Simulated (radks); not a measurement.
The nuclear charge of the calcium ion Ca2+ is varied continuously with 18 electrons held in [Ar]. Calculated with a radial shooting solver on a logarithmic mesh with Libxc functionals: Dirac Kohn-Sham, BLYP, spin-unpolarised, spherical densities, finite nucleus; Fermi nuclear charge, rms radius 3.4776 fm. By the Hellmann-Feynman theorem dE/dZ = E(electron-nucleus)/Z, the electronic potential at the nucleus (averaged over a nucleus of fixed radius).

\begin{tabular}{lrrrrr}
Z & E (hartree) & E(electron-nucleus)/Z (hartree) & HOMO & e(HOMO) (eV) & <r> HOMO (bohr) \\ \hline
19.6 & -648.19680 & -78.2498 & 3p3/2 & -35.113 & 1.324 \\
19.8 & -663.94736 & -79.2557 & 3p3/2 & -38.875 & 1.292 \\
20 & -679.89910 & -80.2617 & 3p3/2 & -42.773 & 1.262 \\
20.2 & -696.05205 & -81.2678 & 3p3/2 & -46.806 & 1.233 \\
20.4 & -712.40621 & -82.2739 & 3p3/2 & -50.971 & 1.206 \\
20.6 & -728.96162 & -83.2802 & 3p3/2 & -55.268 & 1.181 \\
20.8 & -745.71831 & -84.2867 & 3p3/2 & -59.697 & 1.156 \\
21 & -762.67631 & -85.2934 & 3p3/2 & -64.257 & 1.133 \\
\end{tabular}

The central difference of E at Z = 20 is -80.262 hartree, to compare with the third column; the second derivative is -5.03 hartree.
